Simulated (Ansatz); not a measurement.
Reactions of `N[SiH](C=O)CO`.

Computed with Ansatz on PBE0-D4/def2-TZVP structures; ΔE is electronic, products minus reactants. CBS: MP2 limit from def2 TZ/QZ plus the TZ coupled-cluster correction, frozen cores. DFT in def2-TZVPP. def2 core potentials past Kr. For Sn outer-core shells are correlated without core-valence functions, which leaves a few kJ/mol of doubt a bond. One conformer a species, not always the lowest.

```json
{"reaction": "`N[SiH](C=O)CO` + `CCS` → `CCSC=O` + `N[SiH2]CO`", "CCSD(T)/CBS(def2) (kJ/mol)": "-41"}
{"reaction": "`N[SiH](C=O)CO` + `[OH][SnH3]` → `O[CH2][SnH2][OH]` + `N[SiH2]C=O`", "CCSD(T)/CBS(def2) (kJ/mol)": "?"}
{"reaction": "`N[SiH](C=O)CO` + `[SiH3]S` → `O=CS[SiH3]` + `N[SiH2]CO`", "CCSD(T)/CBS(def2) (kJ/mol)": "-26"}
{"reaction": "`N[SiH](C=O)CO` + `[OH][SnH3]` → `OC[O][SnH3]` + `N[SiH2]C=O`", "CCSD(T)/CBS(def2) (kJ/mol)": "38"}
```

Fill in the missing values. (An estimate is asked.)

The calculation gave: `N[SiH](C=O)CO` + `[OH][SnH3]` → `O[CH2][SnH2][OH]` + `N[SiH2]C=O`: +10.0 kJ/mol.

Largest T1 diagnostic: 0.017, for `O=CS[SiH3]`.
